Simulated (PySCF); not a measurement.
All values below come from ωB97X-D3(BJ)/def2-TZVP // PBE0-D3(BJ)/def2-SVP (PySCF). Gas-phase values, no solvent. One relaxed conformer stands for a flexible species; it need not be the lowest. Delta-SCF ions had no search for a lower state. 

Reference species (SMILES): `C(c1c([SiH3])cccc1)(F)=C` (F–C–C–C torsion 157°) (neutral, multiplicity 1).

```json
{
 "vertical electron affinity (Delta-SCF)": "-0.23 eV",
 "vertical ionisation energy (Delta-SCF)": "8.75 eV",
 "HOMO": "-9.07 eV",
 "HOMO–LUMO gap": "9.61 eV"
}
```

Changed species: `C=Cc1c(F)cccc1[SiH3]` (C–C–C–C torsion 145°).

Task: Predict the effect on the vertical electron affinity (Delta-SCF), vertical ionisation energy (Delta-SCF), HOMO and HOMO–LUMO gap.

Result: the vertical electron affinity (Delta-SCF) drops by 0.07 eV, to -0.30 eV; the vertical ionisation energy (Delta-SCF) drops by 0.04 eV, to 8.71 eV; the HOMO increases by 0.03 eV, to -9.04 eV; the HOMO–LUMO gap goes up by 0.03 eV, to 9.64 eV.
